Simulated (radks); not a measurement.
All-electron atom: Cs VI in [Kr] 4d10 5s2 5p2.

Calculated with a radial shooting solver on a logarithmic mesh with Libxc functionals: scalar-relativistic Kohn-Sham, LDA (Slater exchange, VWN5 correlation), spin-polarised, spherical densities, finite nucleus; open shells are filled with parallel spins first (spin-orbit coupling, left out, can overturn this in heavy ions); Fermi nuclear charge, rms radius 4.8041 fm.

Energy parts (eV):
part                      energy
total                 -211556.13
kinetic                222835.14
electron-nucleus      -509201.08
Hartree                 79817.46
exchange-correlation    -5007.66

Orbitals (lengths in bohr, moments of r in powers of bohr; r(max) is where P^2 peaks):
orbital  occ.  eigenvalue (eV)   r(max)      <r>
1s up       1        -35818.17  0.01680  0.02613
1s down     1        -35818.04  0.01680  0.02613
2s up       1        -5669.461  0.09498   0.1122
2s down     1        -5669.383  0.09498   0.1122
2p up       3        -5095.031  0.07620  0.09824
2p down     3        -5094.918  0.07620  0.09824
3s up       1        -1224.724   0.2728   0.2994
3s down     1        -1224.601   0.2728   0.2994
3p up       3        -1039.783   0.2668   0.2973
3p down     3        -1039.649   0.2668   0.2973
3d up       5        -767.4418   0.2202   0.2737
3d down     5        -767.3156   0.2202   0.2736
4s up       1        -277.7848   0.6420   0.6940
4s down     1        -277.5208   0.6420   0.6938
4p up       3        -218.4602   0.6721   0.7381
4p down     3        -218.1659   0.6721   0.7374
4d up       5        -131.9401   0.7190   0.8307
4d down     5        -131.5169   0.7187   0.8279
5s up       1         -79.7382    1.486    1.605
5s down     1         -77.8377    1.478    1.601
5p up       2         -63.9824    1.652    1.793
5p down     0         -62.0078    1.646    1.796
4f up       0         -44.8462   0.8794    1.277
4f down     0         -43.7457   0.8653    1.252
6s up       0         -35.2115    3.048    3.110
6s down     0         -34.4323    3.085    3.161

The highest occupied level is 5p up at -63.982 eV. For comparison, the ionisation energy in NIST's Atomic Spectra Database is 69 eV (theoretical). In exact Kohn-Sham theory the highest level is minus the ionisation energy, but local and semilocal functionals leave it too shallow, through self-interaction and a potential that decays too fast; potentials with the right tail come closer. The density falls to 0.001 e/bohr^3 at r = 3.22 bohr. Spin moment in Bohr magnetons: 2. The electron density at the nucleus is 3.053e+05 e/bohr^3 (large components only). The spin density at the nucleus is -2.690 e/bohr^3 (1s -0.517, 2s 0.104, 3s -0.004, 4s -0.133, 5s -2.139).
